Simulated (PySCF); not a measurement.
**Indirect couplings**

Molfile (atoms numbered from 1):
```
C4H7F3Se
     RDKit          3D

 15 14  0  0  0  0  0  0  0  0999 V2000
   -2.5656   -0.0914    0.5975 C   0  0  0  0  0  0  0  0  0  0  0  0
   -1.7048    1.3344   -0.3992 Se  0  0  0  0  0  2  0  0  0  0  0  0
   -0.0195    0.4238   -0.7453 C   0  0  0  0  0  0  0  0  0  0  0  0
    0.8549    0.2636    0.4846 C   0  0  0  0  0  0  0  0  0  0  0  0
    2.1752   -0.3972    0.1818 C   0  0  0  0  0  0  0  0  0  0  0  0
    2.0087   -1.6222   -0.3340 F   0  0  0  0  0  0  0  0  0  0  0  0
    2.8913    0.3096   -0.7011 F   0  0  0  0  0  0  0  0  0  0  0  0
    2.9155   -0.5260    1.2863 F   0  0  0  0  0  0  0  0  0  0  0  0
   -2.0394   -0.3012    1.5388 H   0  0  0  0  0  0  0  0  0  0  0  0
   -3.5804    0.2565    0.8335 H   0  0  0  0  0  0  0  0  0  0  0  0
   -2.6331   -1.0031   -0.0121 H   0  0  0  0  0  0  0  0  0  0  0  0
   -0.2380   -0.5508   -1.2062 H   0  0  0  0  0  0  0  0  0  0  0  0
    0.4897    1.0369   -1.5035 H   0  0  0  0  0  0  0  0  0  0  0  0
    1.0685    1.2406    0.9422 H   0  0  0  0  0  0  0  0  0  0  0  0
    0.3603   -0.3535    1.2495 H   0  0  0  0  0  0  0  0  0  0  0  0
  1  2  1  0
  2  3  1  0
  3  4  1  0
  4  5  1  0
  5  6  1  0
  5  7  1  0
  5  8  1  0
  1  9  1  0
  1 10  1  0
  1 11  1  0
  3 12  1  0
  3 13  1  0
  4 14  1  0
  4 15  1  0
M  END
```

Indirect spin–spin couplings were computed at B3LYP/pcJ-1 (pcSseg-1 on Se) (spin–dipole term only in couplings to heteroatoms) (PySCF) on a PBE0-D3(BJ)/def2-SVP structure, for the isolated molecule, without vibrational or relativistic corrections. Couplings are averaged over pairs made equivalent by symmetry, fast rotation or ring inversion, so a value needn't be that of the named pair in this geometry, while other rotamers aren't included; one pair stands for each set, and the list holds those of at least 0.8 Hz over up to four bonds. One-bond C–F couplings come out tens of Hz too large with common functionals.

Isotopes: $^{13}$C, $^{19}$F, $^{1}$H.

```json
{"pair": "C1, H9", "bonds": "1", "J (Hz)": "147.8"}
{"pair": "C3, C4", "bonds": "1", "J (Hz)": "?"}
{"pair": "C3, H12", "bonds": "1", "J (Hz)": "147.0"}
{"pair": "C4, C5", "bonds": "1", "J (Hz)": "?"}
{"pair": "C4, H14", "bonds": "1", "J (Hz)": "?"}
{"pair": "C5, F6", "bonds": "1", "J (Hz)": "-342.7"}
{"pair": "C3, C5", "bonds": "2", "J (Hz)": "-1.1"}
{"pair": "C3, H14", "bonds": "2", "J (Hz)": "-4.8"}
{"pair": "C4, F6", "bonds": "2", "J (Hz)": "30.4"}
{"pair": "C4, H12", "bonds": "2", "J (Hz)": "?"}
{"pair": "C5, H14", "bonds": "2", "J (Hz)": "-6.2"}
{"pair": "F6, F7", "bonds": "2", "J (Hz)": "62.0"}
{"pair": "H9, H10", "bonds": "2", "J (Hz)": "-11.7"}
{"pair": "H12, H13", "bonds": "2", "J (Hz)": "-14.3"}
{"pair": "H14, H15", "bonds": "2", "J (Hz)": "?"}
{"pair": "C1, H12", "bonds": "3", "J (Hz)": "5.3"}
{"pair": "C3, F6", "bonds": "3", "J (Hz)": "2.3"}
{"pair": "C3, H9", "bonds": "3", "J (Hz)": "?"}
{"pair": "C5, H12", "bonds": "3", "J (Hz)": "1.9"}
{"pair": "F6, H14", "bonds": "3", "J (Hz)": "10.0"}
{"pair": "H12, H14", "bonds": "3", "J (Hz)": "16.3"}
{"pair": "H12, H15", "bonds": "3", "J (Hz)": "?"}
```

**Question.** Estimate the withheld couplings, with signs.

**Answer.** 
- $^{1}J$(C3,C4) = 38.0 Hz (bond length 1.518 Å)
- $^{1}J$(C4,C5) = 61.0 Hz (bond length 1.507 Å)
- $^{1}J$(C4,H14) = 137.5 Hz (bond length 1.100 Å, sp3 carbon)
- $^{2}J$(C4,H12) = -2.4 Hz (mean over equivalent pairs that range from -3.4 to -1.4 Hz in this conformer)
- $^{2}J$(H14,H15) = -15.4 Hz (angle at C4 107°)
- $^{3}J$(C3,H9) = 4.4 Hz (mean over equivalent pairs that range from 1.7 to 9.1 Hz in this conformer)
- $^{3}J$(H12,H15) = 5.0 Hz (dihedral angle 61°)

Relativistic effects of the heavier atoms present are left out.
